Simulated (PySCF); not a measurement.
Ionisation energy of Cd¹³⁺ by level of theory

Cd¹³⁺ [Ar] 3d10 4s2 4p5 (2P) → Cd¹⁴⁺ [Ar] 3d10 4s2 4p4 (3P), as a difference of total energies. All numbers are calculated (PySCF 2.14, the spin-free X2C one-electron Hamiltonian (Gaussian nucleus), in an uncontracted even-tempered set (21 s from 0.46 bohr⁻², ratio 2.5; 14 p from 0.59 bohr⁻², ratio 2.5; 9 d from 1.1 bohr⁻², ratio 2.5; 5 f from 5.4 bohr⁻², ratio 2.7; 5 g from 8.1 bohr⁻², ratio 2.7)). Correlated levels: outer shells: [Ne] frozen; virtual orbitals above 40 to 60 times the deepest correlated orbital energy dropped. The calculations carry no spin-orbit coupling.

Question: Order these methods by the ionisation energy they give, lowest first.
A. UHF
B. SCS-MP2 (outer shells)
C. PBE0
D. r2SCAN

Answer: A (331.76 eV), B (332.96 eV), C (333.31 eV), D (333.52 eV).

Spin-orbit coupling is strong in these open shells (close to jj coupling). The scalar numbers leave it out and a first-order estimate fails, so it can dominate the gap to the real levels.

Breit and QED terms and the two-electron picture change are absent.

For comparison: 329 ± 3 eV (theoretical estimate listed by NIST; NIST Atomic Spectra Database, ionization energies).
